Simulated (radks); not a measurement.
Results of a calculation; reference values are marked as such.
Species: Tc I. Configuration: [Kr] 4d5 5s2. Code: a radial shooting solver on a logarithmic mesh with Libxc functionals. Model: scalar-relativistic Kohn-Sham, exchange-only LDA, spin-unpolarised, spherical densities, finite nucleus; Fermi nuclear charge, rms radius 4.4112 fm.

X-ray form factor f0, the Fourier transform of the density (f0(0) = 43):

| sin(theta)/lambda (1/angstrom) | f0 (electrons) |
|---|---|
| 0.05 | 41.959 |
| 0.1 | 39.481 |
| 0.15 | 36.608 |
| 0.2 | 33.858 |
| 0.25 | 31.346 |
| 0.3 | 29.078 |
| 0.4 | 25.255 |
| 0.5 | 22.305 |
| 0.6 | 20.012 |
| 0.8 | 16.443 |
| 1 | 13.439 |
| 1.25 | 10.345 |
| 1.5 | 8.163 |
| 2 | 5.945 |
